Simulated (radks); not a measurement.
Dynamic dipole polarisability and lines of the copper ion Cu11+, [Ar]. Method: non-relativistic Kohn-Sham, LB94 model potential, spin-polarised, spherical densities, point nucleus; computed with a radial shooting solver on a logarithmic mesh with Libxc functionals. Time-dependent linear response with the Hartree and adiabatic LDA kernel, continuum included through the Sternheimer equations. Lines are the poles of the dipole polarisability below minus the highest occupied eigenvalue, found on a grid refined at the orbital gaps; the lowest seven at most are given, and weak or close lines can be missed. The first line takes the name of the lowest orbital gap if no other gap lies below it; otherwise a line is named after a gap within 0.6 % of it, if that gap stands alone.

photon energy (eV)  alpha (bohr^3)
0                           0.2770
17.949                      0.2877
53.846                      0.4290
89.743                      -2.214

Lines (eV, oscillator strength): 85.554 (14.49 nm, 3p-3d), f = 2.25; 176.71 (7.016 nm, 3p-4s), f = 0.297; 214.08 (5.791 nm, 3p-4d), f = 1.03; 232.33 (5.337 nm, 3s-4p), f = 0.343; 255.95 (4.844 nm, 3p-5s), f = 0.0747; 273.10 (4.540 nm, 3p-5d), f = 0.402. Higher lines, where found, are left out when the end of the mesh affects them. Those listed give 94 % of the static polarisability (sum of f/w^2). Orbital energy gaps for comparison: 3p-3d 65.288 eV; 3p-4s 176.14 eV; 3p-4d 213.51 eV; 3s-4p 231.78 eV; 3p-5s 255.77 eV.
